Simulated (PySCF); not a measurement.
Ga(H)2(vinyl) (C₂H₅Ga), SMILES [CH]([GaH2])=C. Atoms are numbered in the order given.

```xyz
8

Ga    -0.0393     0.7444     0.0000
H     -1.5932     0.9856     0.0000
H      0.9712     1.9463     0.0000
C      0.5725    -1.1145     0.0000
C     -0.3079    -2.1339     0.0000
H      1.6415    -1.3676     0.0000
H      0.0036    -3.1867     0.0000
H     -1.3913    -1.9622     0.0000
```

Geometry: TPSSh-D3(BJ)/def2-SVP.

Computed with M06-2X/def2-TZVPD (PySCF).

Symmetry labels are those of the subgroup Cs that the program uses (full group Cs).

Computed valence orbital energies around the gap with their symmetry:
```
orbital  symmetry  energy (eV)
-------  --------  -----------
HOMO−7         A'       -23.12
HOMO−6         A'       -17.55
HOMO−5         A'       -14.56
HOMO−4         A'       -13.32
HOMO−3         A'       -12.19
HOMO−2         A'        -9.53
HOMO−1         A"        -9.27
HOMO           A'        -9.18
LUMO           A"        -1.15
LUMO+1         A'         0.48
LUMO+2         A'         0.96
LUMO+3         A"         1.03
```
